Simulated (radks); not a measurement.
Task: All-electron atom: Tm3+ in [Xe] 4f11 6s1 (not the ground configuration). Method: Dirac Kohn-Sham, LDA (Slater exchange, Perdew-Wang correlation), spin-unpolarised, spherical densities, point nucleus; open shells are shared between the two j in proportion to 2j + 1; computed with a radial shooting solver on a logarithmic mesh with Libxc functionals.

Spin-orbit splittings of the eigenvalues, e(l+1/2) - e(l-1/2), with zeta = 2 splitting/(2l+1) and mean radii in bohr:

shell  occ.  splitting (eV)  zeta (eV)  <r> j=l-1/2  <r> j=l+1/2
2p        6           979.0      652.7      0.07010      0.07749
3p        6           206.6      137.7       0.2104       0.2243
3d       10           45.18      18.07       0.1974       0.2017
4p        6           47.15      31.44       0.5050       0.5367
4d       10           8.636      3.454       0.5616       0.5727
4f       11           1.351     0.3859       0.7083       0.7188
5p        6               ?          ?        1.308        1.400

Estimate the 5p splitting.

Result: 6.825 eV (zeta = 4.550 eV).
